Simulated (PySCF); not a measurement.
# Property card for `FC(F)(OC(F)(F)F)F` (CF3OCF3)

Species: CF3OCF3, C2F6O.
Geometry (PBE0-D3(BJ)/def2-SVP, Å), atoms numbered from 1 in this order:
```
atom  x, y, z in Å
F1     1.421    1.679   -2.047
C2     1.935    1.052   -1.001
F3     3.238    0.966   -1.138
F4     1.659    1.755    0.083
O5     1.466   -0.231   -0.896
C6     0.134   -0.510   -1.042
F7    -0.228   -0.476   -2.313
F8    -0.625    0.342   -0.371
F9    -0.051   -1.723   -0.575
```

Among its groups: ether, CF3 group and C–F bond.

From PBE0-D3(BJ)/def2-SVP geometry optimisation, gas phase (PySCF):

* Point group: C2
* Rotational constants A, B, C: 2.986, 1.196, 1.182 GHz

wB97X-D/def2-SVPD ground state, ΔSCF and vertical TDDFT (core frozen in the response) (PySCF):

* Dipole moment: 0.02 D
* HOMO energy: -13.50 eV
* LUMO energy: 2.23 eV
* HOMO–LUMO gap: 15.73 eV
* Lowest singlet excitation: 11.50 eV (108 nm, f = 0.010)
* Strongest line among the 10 lowest singlet transitions: S2 at 12.40 eV (100 nm, f = 0.020)
* Lowest triplet excitation (Tamm–Dancoff): 11.39 eV
* Static isotropic polarisability: 35.6 au
* Vertical ionisation energy: 14.20 eV
* Electronic spatial extent ⟨r²⟩ about the centre of nuclear charge: 972 bohr²

From CAM-B3LYP/pcSseg-2 ground state and GIAO shieldings, non-relativistic (PySCF):

- 13C chemical shifts (computed TMS as zero) by class: 131.4 (C2/C6) ppm
- Isotropic shieldings of nuclei other than C and H, by class: 144 (O5), 243 (F1/F3/F4/F7/F8/F9) ppm

B3LYP/pcJ-1 indirect spin-spin coupling, non-relativistic, gas phase (PySCF):

* Largest of the computed one-bond spin–spin couplings (means over like bonds): 19F–13C -345.3 (F1–C2 and 5 like it), 17O–13C +16.8 (O5–C2 and 1 like it) Hz

Monoisotopic mass (most abundant isotopes): 153.9853 u.

The principal polarisabilities are 33.5, 33.6 and 39.6 au; their mean is the isotropic value. The rotational constants make it an asymmetric top with κ = (2B − A − C)/(A − C) = -0.98, nearer the prolate limit (−1). The largest Löwdin shares of the HOMO are 0.63 on O5, 0.10 on F7, 0.10 on F4 and 0.05 on F1. No computed singlet falls in the visible range (750 to 380 nm, 1.65 to 3.26 eV); S1 lies 8.24 eV above its blue end. The vertical singlet–triplet gap S1 − T1 is 0.11 eV (TDDFT singlet less Tamm–Dancoff triplet; S1: HOMO→LUMO, weight 0.92; T1: HOMO→LUMO, weight 0.88). The 10 singlets span 11.50 to 13.07 eV, and their oscillator strengths add up to 0.05.

Geometry: PBE0-D3(BJ)/def2-SVP; no solvent or vibrations. NMR classes are plain means over equivalent atoms (diastereotopic ones count apart unless rotation or inversion swaps them), as if these changed places fast; in this geometry the members of some classes differ.

For the spin–spin coupling job (B3LYP/pcJ-1), on one thread of an Arm Neoverse V1 (shared host), this took 2.1 min wall.
